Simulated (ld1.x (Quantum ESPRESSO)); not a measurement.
## How hard is this Hg ultrasoft potential?

```json
{
  "Element": "Hg",
  "Generator": "ld1.x (Quantum ESPRESSO) 7.5",
  "Type": "ultrasoft",
  "Functional": "PBE",
  "Relativity": "fully relativistic",
  "Frozen core": "[Kr] 4d10 4f14",
  "Valence charge": "20",
  "Reference configuration": "5s2 5p6 5d9 6s0 6p0 (charge +3)",
  "Partial waves": "5s (bound): rcut 1.45, rcutus 1.85 bohr; 6s (bound, empty): rcut 1.45, rcutus 1.85 bohr; 5p (bound): rcut 1.55, rcutus 2.15 bohr; 6p (bound, empty): rcut 1.55, rcutus 2.15 bohr; 5d (bound): rcut 1.25, rcutus 1.40 bohr; 5d channel at 0.4 Ry: rcut 1.25, rcutus 1.40 bohr",
  "Local potential": "all-electron potential smoothed inside 1.65 bohr (lloc = -2)",
  "Core correction": "none",
  "Augmentation charge": "PSQ, inside the norm-conserving radii"
}
```

Open shells are filled in proportion to 2j + 1 (rel_dist='average').

The pseudo-atom Hamiltonian at the reference potential is diagonalised in spherical Bessel functions j_l(qr) that vanish at 20 bohr, with q² up to the cutoff. All-electron valence levels (Ry): 5s -11.1776, 6s -2.5091, 5p1/2 -8.3766, 6p1/2 -1.8938, 5p3/2 -7.0218, 6p3/2 -1.7259, 5d3/2 -3.2121, 5d5/2 -3.0599.

How do the lowest levels (Ry) of each channel move with the cutoff, and are there ghosts?

| cutoff (Ry) | s #1 | s #2 | s #3 | p1/2 #1 | p1/2 #2 | p1/2 #3 | p3/2 #1 | p3/2 #2 | d3/2 #1 | d3/2 #2 | d5/2 #1 | d5/2 #2 | f #1 | Σ f·Δε (mRy) |
| --- | --- | --- | --- | --- | --- | --- | --- | --- | --- | --- | --- | --- | --- | --- |
| 8 | -10.6811 | -2.4740 | -1.0076 | -7.9633 | -1.8834 | -0.8056 | -6.5518 | -1.7013 | -1.9275 | -0.7819 | -1.9060 | -0.7777 | -0.6944 | 14555.7 |
| 18 | -11.1763 | -2.5077 | -1.0264 | -8.3756 | -1.8930 | -0.8182 | -7.0207 | -1.7251 | -2.7378 | -0.9362 | -2.6434 | -0.9236 | -0.7112 | 3965.7 |
| 35 | -11.1775 | -2.5086 | -1.0264 | -8.3766 | -1.8932 | -0.8190 | -7.0217 | -1.7253 | -3.1650 | -1.0012 | -3.0191 | -0.9835 | -0.7128 | 390.6 |
| 50 | -11.1775 | -2.5087 | -1.0265 | -8.3766 | -1.8933 | -0.8196 | -7.0218 | -1.7253 | -3.2106 | -1.0085 | -3.0585 | -0.9897 | -0.7128 | 13.1 |
| 80 | -11.1776 | -2.5087 | -1.0265 | -8.3766 | -1.8933 | -0.8197 | -7.0218 | -1.7253 | -3.2118 | -1.0088 | -3.0596 | -0.9899 | -0.7128 | 2.9 |
| 120 | -11.1776 | -2.5087 | -1.0265 | -8.3766 | -1.8933 | -0.8197 | -7.0218 | -1.7253 | -3.2121 | -1.0088 | -3.0598 | -0.9899 | -0.7128 | 0.6 |
| 400 | -11.1776 | -2.5087 | -1.0265 | -8.3766 | -1.8933 | -0.8197 | -7.0218 | -1.7253 | -3.2121 | -1.0088 | -3.0599 | -0.9899 | -0.7128 | 0.0 |

Result: no extra level below or beside the all-electron valence levels (s, p1/2, p3/2, d3/2, d5/2, f tested); 10 mRy is reached at 55 Ry and 1 mRy at 100 Ry.

2 of 7 tests not solved or not reliable.
